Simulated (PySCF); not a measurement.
Structure from 2D NMR

Compound of formula C$_{6}$H$_{4}$F$_{2}$. Correlations simulated from computed shifts and couplings:

HSQC (one-bond C–H):
```csv
δH,δC,"¹J(C,H) (Hz)"
7.22,122.7,170
```

HMBC (two and three bonds, |J| ≥ 2.5 Hz):
```csv
δH,δC [abs. J in Hz]
7.22,"168.6 [11.2], 122.7 [5.4]"
```

Carbons without hydrogens: δ 168.6.

PySCF calculation with GIAO B97-2/pcSseg-2 shieldings, J couplings at B3LYP/pcJ-2 (spin–dipole term only in couplings to heteroatoms) and PBE0-D3(BJ)/def2-TZVP geometry; fast rotation and ring inversion assumed for equivalent nuclei, non-relativistic Hamiltonian, one computed conformer, gas phase.

Chemical shifts δ = σref − σ; TMS for ¹H and ¹³C, all at this level.

Exchangeable hydrogens are left out of these lists, and C,H couplings along chains are those of one rotamer, so weak HMBC peaks may be missing or extra.

Task: Which molecule is this?

Result: SMILES Fc1ccc(F)cc1.

Atom-mapped SMILES (the numbers label the heavy atoms): `[F:1][c:2]1[cH:3][cH:4][c:5]([F:6])[cH:7][cH:8]1` (H(Xn): hydrogen on atom n).

1. δC 168.6 is C2/C5, an aromatic carbon bearing fluorine.
2. δC 122.7 is C3/C4/C7/C8, an aromatic CH (δH 7.22).
3. HMBC from δH 7.22 reaches the proton-free carbon C2/C5.

The data come from this structure; uniqueness wasn't tested.

Common functionals overestimate the size of one-bond C–F couplings by tens of Hz; these are unscaled. Shifts are as computed. Against solution values, carbons near 30 ppm lie about +3 ppm off and those near 130 ppm about +7 ppm. Of 1211 compounds with measured shifts, 218 miss one by over three times the rms of a fit or turn the order of signals round; such compounds aren't used in these exercises.
